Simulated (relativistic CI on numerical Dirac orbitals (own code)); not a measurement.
## Crystal-field levels of Ru⁵⁺, 4d3

Calculated by Dirac-Coulomb-Breit CI, orbitals from a KLI potential per configuration, QED by a radiative potential, valence Slater integrals scaled by 0.65, one configuration in a parametric crystal field (own radial code).

Field parameters in Wybourne normalisation: D3d B²₀ = −7Dσ, B⁴₀ = −14Dq − 21Dτ, B⁴₃ = −14√(10/7) Dq; D4h B²₀ = −7Ds, B⁴₀ = 21(Dq − Dt), B⁴₄ = 21√(5/14) Dq; Td as Oh with Dq negative (B⁴₀ = 21Dq, B⁴₄ = √(5/14) B⁴₀). The field is a parameter set, without covalency.

S and J are read from ⟨S²⟩ = S(S + 1) and ⟨J²⟩ = J(J + 1) of each level; they are not fictitious spins.

D3d, 10Dq = 37950, Dσ = 160, Dτ = -450 cm⁻¹, the lowest 16 levels:

```tsv
E (cm⁻¹)	Degeneracy	Irrep	S	J
0.0	2	Γ5+Γ6	1.49	3.39
18.6	2	Γ4	1.49	3.40
11713	2	Γ4	0.51	4.01
12313	2	Γ5+Γ6	0.51	3.73
13276	2	Γ4	0.50	3.88
13602	2	Γ5+Γ6	0.51	4.18
13703	2	Γ4	0.50	3.63
21684	2	Γ4	0.51	3.71
21714	2	Γ5+Γ6	0.52	3.44
22678	2	Γ4	0.51	3.67
35478	2	Γ4	1.50	3.21
35635	2	Γ4	1.49	3.35
35687	2	Γ5+Γ6	1.49	3.31
35853	2	Γ4	1.49	3.40
37308	2	Γ5+Γ6	1.49	3.44
37443	2	Γ4	1.49	3.57
```

Principal g values of the ground doublet: 0.00, 0.00, 5.65.

Td, 10Dq = -19600 cm⁻¹, the lowest 10 levels:

| E (cm⁻¹) | Degeneracy | Irrep | S | J |
| --- | --- | --- | --- | --- |
| 0.0 | 4 | Γ8 | 0.61 | 3.81 |
| 6522 | 2 | Γ7 | 1.50 | 2.82 |
| 6832 | 4 | Γ8 | 1.45 | 2.80 |
| 7879 | 4 | Γ8 | 1.48 | 3.57 |
| 8755 | 2 | Γ6 | 1.49 | 4.04 |
| 17725 | 2 | Γ6 | 0.53 | 4.63 |
| 18153 | 4 | Γ8 | 0.56 | 4.14 |
| 18294 | 2 | Γ7 | 0.55 | 3.58 |
| 18972 | 4 | Γ8 | 0.59 | 4.16 |
| 21850 | 2 | Γ6 | 0.54 | 2.58 |

D4h, 10Dq = 36400, Ds = 1720, Dt = 1170 cm⁻¹, the lowest 10 levels:

| E (cm⁻¹) | Degeneracy | Irrep | S | J |
| --- | --- | --- | --- | --- |
| 0.0 | 2 | Γ7 | 1.49 | 3.35 |
| 13.0 | 2 | Γ6 | 1.49 | 3.38 |
| 12684 | 2 | Γ6 | 0.53 | 4.04 |
| 12919 | 2 | Γ7 | 0.52 | 3.87 |
| 13046 | 2 | Γ6 | 0.51 | 3.85 |
| 13298 | 2 | Γ7 | 0.51 | 4.07 |
| 13662 | 2 | Γ6 | 0.51 | 3.64 |
| 20517 | 2 | Γ7 | 0.62 | 3.56 |
| 21032 | 2 | Γ7 | 0.57 | 3.76 |
| 21222 | 2 | Γ6 | 0.53 | 3.53 |

Principal g values of the ground doublet: 1.88, 3.68, 3.68.

D3d, 10Dq = 20450, Dσ = -110, Dτ = 230 cm⁻¹, the lowest 10 levels:

```csv
E (cm⁻¹),Degeneracy,Irrep,S,J
0.0,2,Γ4,1.49,3.32
17.9,2,Γ5+Γ6,1.49,3.32
12032,2,Γ5+Γ6,0.55,3.90
12617,2,Γ4,0.54,3.87
12981,2,Γ5+Γ6,0.52,4.02
13150,2,Γ4,0.53,4.04
13535,2,Γ4,0.52,3.61
19549,2,Γ4,0.78,3.50
20192,2,Γ4,0.99,3.51
20331,2,Γ5+Γ6,1.03,3.54
```

Principal g values of the ground doublet: 1.82, 3.61, 3.61.

Td, 10Dq = -14600 cm⁻¹, the lowest 16 levels:

| E (cm⁻¹) | Degeneracy | Irrep | S | J |
| --- | --- | --- | --- | --- |
| 0.0 | 4 | Γ8 | 0.97 | 3.41 |
| 2493 | 2 | Γ7 | 1.50 | 2.81 |
| 3440 | 4 | Γ8 | 1.33 | 3.30 |
| 4081 | 4 | Γ8 | 1.36 | 3.48 |
| 4800 | 2 | Γ6 | 1.49 | 4.08 |
| 13632 | 2 | Γ6 | 0.61 | 4.52 |
| 13659 | 4 | Γ8 | 0.88 | 3.75 |
| 13847 | 2 | Γ7 | 0.79 | 3.48 |
| 14583 | 4 | Γ8 | 0.68 | 4.32 |
| 17019 | 2 | Γ7 | 1.33 | 3.33 |
| 17084 | 2 | Γ6 | 1.11 | 3.20 |
| 17398 | 4 | Γ8 | 1.43 | 3.84 |
| 18014 | 4 | Γ8 | 1.17 | 3.41 |
| 18080 | 2 | Γ6 | 1.01 | 3.25 |
| 18667 | 4 | Γ8 | 0.72 | 3.32 |
| 24650 | 2 | Γ6 | 1.46 | 1.53 |

The free-ion ground term has S = 3/2. The field overcomes the spin-pairing energy for Td, 10Dq = -19600 cm⁻¹, where the ground state has lower spin; these fields are assumed values.

Levels of this model without a field, named by their leading LS term (the scale mimics covalency, so terms lie below those of the real free ion): 4F_3/2 0, 4F_5/2 1473, 4F_7/2 3175, 4F_9/2 4930, 4P_3/2 10954, 4P_1/2 11252, 2G_7/2 12834, 2G_9/2 13459 cm⁻¹.
